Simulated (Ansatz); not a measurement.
Consider the isomerisation: `OBCS[SiH3]` → `O[SiH2]CBS`.

Isolated molecules relaxed with PBE0-D4/def2-TZVP in Ansatz; ΔE leaves out vibrations. CCSD(T)/CBS is the MP2 limit (def2-TZVPP, def2-QZVPP) plus CCSD(T) − MP2 in def2-TZVPP, frozen cores. Each species was taken in one conformer, which may not be the lowest.

`OBCS[SiH3]`:

Z-matrix (Å, degrees):
```
C
B 1 1.570
S 1 1.828 2 108.3
H 1 1.092 2 111.6 3 -121.9
H 1 1.096 2 109.1 3 118.1
O 2 1.351 1 118.2 3 131.5
H 2 1.202 1 121.4 3 -49.0
Si 3 2.124 1 98.7 2 -177.5
H 6 0.960 2 113.4 1 179.2
H 8 1.488 3 111.1 1 60.1
H 8 1.484 3 106.8 1 -179.8
H 8 1.488 3 110.8 1 -59.9
```

`O[SiH2]CBS`:

Cartesian coordinates in Å:
```
O -0.368 -0.264 -2.271
Si 0.876 -0.288 -1.191
C 0.320 -0.805 0.531
B -0.732 0.182 1.083
S -0.232 1.481 2.202
H -1.076 0.366 -2.131
H 1.533 1.045 -1.095
H 1.834 -1.283 -1.728
H 1.235 -0.868 1.131
H -0.097 -1.810 0.404
H -1.876 0.144 0.735
H -1.417 2.099 2.330
```

```json
{"species": "`OBCS[SiH3]`", "HF/def2-QZVPP energy (Eh)": "-828.13472"}
{"species": "`O[SiH2]CBS`", "HF/def2-QZVPP energy (Eh)": "-828.15346"}
```

Task: Work out ΔE.

Result: ΔE = (-828.15346) − (-828.13472) = -0.01874 Eh = -11.8 kcal/mol. CCSD(T)/CBS gives -13.1 kcal/mol.

Largest T1 diagnostic among the species: 0.013.

In def2-TZVPP, CCSD(T) changes the Hartree–Fock value by −1.6 kcal/mol (the triples alone add +0.0 kcal/mol) and MP2 by −2.4 kcal/mol.
